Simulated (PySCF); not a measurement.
# Electrostatic potential from atomic charges

Species: `O=C(c1ccccc1)C1CC1`. Coordinates (PBE0-D3(BJ)/def2-SVP, Å) and charges (e) from the PBE0/pcSseg-1 density (PySCF):

```
atom       x       y       z  Mulliken      IAO  Hirshfeld  ESP-fitted
  O1  -1.270  -0.616  -1.620   -0.3929  -0.4480    -0.2245     -0.4344
  C2  -0.838  -0.135  -0.590   +0.4843  +0.3690    +0.1565     +0.4925
  C3   0.630  -0.163  -0.302   -0.3464  -0.0586    -0.0186     -0.0302
  C4   1.193   0.250   0.912   -0.0259  -0.1378    -0.0412     -0.2063
  C5   2.570   0.180   1.110   -0.0789  -0.1508    -0.0481     -0.0881
  C6   3.398  -0.297   0.096   -0.0666  -0.1336    -0.0367     -0.1640
  C7   2.846  -0.712  -1.118   -0.0696  -0.1482    -0.0439     -0.1412
  C8   1.473  -0.648  -1.313   +0.0332  -0.1203    -0.0358     -0.0738
  C9  -1.772   0.474   0.399   -0.4040  -0.1951    -0.0567     -0.2957
 C10  -3.066  -0.277   0.643   -0.1745  -0.2628    -0.0773     -0.2502
 C11  -3.086   0.979  -0.144   -0.1530  -0.2648    -0.0803     -0.3064
 H12   0.560   0.619   1.721   +0.0966  +0.1475    +0.0495     +0.1357
 H13   2.999   0.500   2.062   +0.0975  +0.1535    +0.0526     +0.1337
 H14   4.479  -0.348   0.252   +0.1015  +0.1548    +0.0544     +0.1507
 H15   3.494  -1.089  -1.913   +0.1021  +0.1551    +0.0541     +0.1445
 H16   1.010  -0.972  -2.247   +0.0951  +0.1734    +0.0490     +0.1162
 H17  -1.344   1.011   1.246   +0.1251  +0.1416    +0.0453     +0.1882
 H18  -3.176  -1.214   0.093   +0.1506  +0.1606    +0.0498     +0.1527
 H19  -3.457  -0.278   1.664   +0.1364  +0.1500    +0.0521     +0.1475
 H20  -3.496   1.884   0.311   +0.1350  +0.1499    +0.0522     +0.1628
 H21  -3.208   0.887  -1.226   +0.1542  +0.1648    +0.0479     +0.1658
```

Points outside the species (Å): A (4.2, 3.0, -3.9); B (3.6, -1.8, 9.0); C (2.1, -5.2, -4.2).

Problem. Find the potential V = 14.3996 V·Å × Σ q/r of each set of charges at these points.

Solution. In volts:

```
point  nearest atom  distance (Å)  Mulliken     IAO  Hirshfeld  ESP-fitted
    A           H15          4.60    -0.047  -0.069     -0.015      -0.061
    B           H13          7.33    +0.034  +0.064     +0.039      +0.057
    C           H16          4.78    -0.073  -0.092     -0.057      -0.084
```

Problem. How far are the other sets from the ESP-fitted one at these points?

Solution. Root-mean-square difference: IAO 0.008 V, Mulliken 0.017 V, Hirshfeld 0.033 V. The ESP scheme is a least-squares fit of atom-centred charges to the potential on four shells outside the van der Waals surface, with the total charge fixed.

Problem. What energy would a point charge of +3 e have at C in the field of the ESP charges, leaving out polarisation?

Solution. -0.253 eV = -24.4 kJ/mol, an attraction.

Isolated species at its PBE0-D3(BJ)/def2-SVP geometry (one conformer only).

These values come from a run that also computed NMR shieldings. Hardware: 2 threads, Intel Xeon Platinum 8488C (x86_64), shared host. Cost: 40 s wall, 96 s CPU (grids of density and orbitals included), 1.9 GiB resident at most.

Conformer computed: `[O:1]=[C:2]([c:3]1[cH:4][cH:5][cH:6][cH:7][cH:8]1)[CH:9]1[CH2:10][CH2:11]1`: O1–C2–C3–C4 -174°, O1–C2–C9–C10 41°.
